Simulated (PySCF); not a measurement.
# Reading the logs of faulty runs: BCGeH6N

These are calculations, not measurements. The program is PySCF 2.14.0, an open-source quantum chemistry code, run on an isolated molecule that a program drew, which may never have been made. The molecule is BCGeH6N (charge 0, singlet), drawn as the SMILES string `C[BH][Ge][NH2]`.

Each row is a Hartree-Fock (HF) and frozen-core CCSD(T) single point in the cc-pVDZ basis, meant for a local HF minimum. Run 1 is clean. Each other run has one planted mistake out of seven kinds, and not every kind appears here: one electron removed, one electron added, multiplicity raised by two, geometry at a saddle point, minimal basis STO-3G, one bond length entered in bohr, all coordinates scaled. The reference is restricted for singlets and unrestricted otherwise, and also for a bond in bohr. Adding or removing an electron swaps singlet and doublet. Electrons count all cores. HOMO and LUMO are orbital energies over both spins, the gradient is its largest component, and the lowest frequency (negative if imaginary) is given only where the gradient is small. Bond lengths are over the 9 bonds as drawn. T1 is the CCSD diagnostic: over 0.02 (restricted) or 0.045 (unrestricted) a single reference is doubtful. Germanium has the cc-pVDZ-PP basis, with a core potential (ECP10MDF) in place of its 10 inner electrons, and its 3s, 3p and 3d shells are frozen in CCSD(T).

Geometry of the clean run:
```xyz
10
BCGeH6N, angstrom
C    -0.9488    1.3545    0.6611
B    -0.7165   -0.2036    0.5245
Ge   -1.4260   -1.3972   -1.0991
N     0.1003   -1.3858   -2.0900
H    -1.7469    1.4858    1.4079
H    -1.2643    1.8707   -0.2483
H    -0.0719    1.8636    1.0744
H    -0.1914   -0.7559    1.4638
H     0.9737   -0.9464   -1.8700
H     0.1482   -1.8723   -2.9652
```

| run | electrons | basis functions | <S^2> | HOMO (eV) | LUMO (eV) | gradient (hartree/bohr) | lowest frequency (cm^-1) | mean bond (Å) | longest bond (Å) | T1 | HF (hartree) | CCSD(T) (hartree) | mistake |
|---|---|---|---|---|---|---|---|---|---|---|---|---|---|
| 1 | 56 | 95 | 0.000 | -7.83 | 1.84 | 1.5e-05 | 62 | 1.3377 | 2.136 | 0.0174 | -413.85600 | -414.40163 | no fault |
| 2 | 57 | 95 | 0.768 | 0.45 | 7.10 | 4.5e-02 | - | 1.3377 | 2.136 | 0.0464 | -413.81307 | -414.36477 | one electron added |
| 3 | 55 | 95 | 0.785 | -15.92 | -5.84 | 4.6e-02 | - | 1.3377 | 2.136 | 0.0215 | -413.60559 | -414.12646 | ? |
| 4 | 56 | 95 | 0.000 | -7.61 | 2.19 | 6.4e-02 | - | 1.2602 | 2.012 | 0.0157 | -413.82272 | -414.35806 | ? |

**Which mistake was planted in run 3, and what did it cost?**

It counts 55 electrons, one fewer than the clean run, at the same geometry and basis. So the mistake is: one electron removed. Subtracting run 1 and multiplying by 627.51 kcal/mol a hartree, the energy moved by 157.1 kcal/mol in HF and 172.7 kcal/mol in CCSD(T).

**Which mistake was planted in run 4, and what did it cost?**

The mean and the longest bond both change by the same factor, 0.942, and the gradient is no longer small. So the mistake is: all coordinates scaled. Subtracting run 1 and multiplying by 627.51 kcal/mol a hartree, the energy moved by 20.9 kcal/mol in HF and 27.3 kcal/mol in CCSD(T).

Cautions from the logs. Run 2: T1 is over the limit, so its CCSD(T) energy is less reliable and the HOMO is above zero, so the electron isn't bound and the energy depends on the basis.
